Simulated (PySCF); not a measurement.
1-bromo-1,2,2-trichloroethene (C₂BrCl₃), SMILES ClC(Cl)=C(Cl)Br. Geometry optimised at B3LYP-D3(BJ)/def2-SVP.

Calculation: B3LYP-D3(BJ)/def2-SVP (PySCF).

Harmonic wavenumbers (cm⁻¹): 87, 156, 217, 266, 276, 316, 417, 513, 743, 873, 965, 1619. Rotational constants (GHz): 1.529, 0.9137, 0.5719; symmetry number 1.

Question: Work out the zero-point energy and the ideal-gas rigid-rotor harmonic-oscillator thermochemistry at 298.15 K and 1 atm.

Answer: ZPE = ½ Σ hcν = ½ × 6448 cm⁻¹ = 38.57 kJ/mol. H − E(el) = 58.86 kJ/mol. Entropy in J/(mol K): translation 175.45, rotation 127.10, vibration 62.20, total 364.74. G − E(el) = -49.89 kJ/mol. Cp = 96.74 J/(mol K). Modes under 150 cm⁻¹ make the vibrational entropy uncertain.
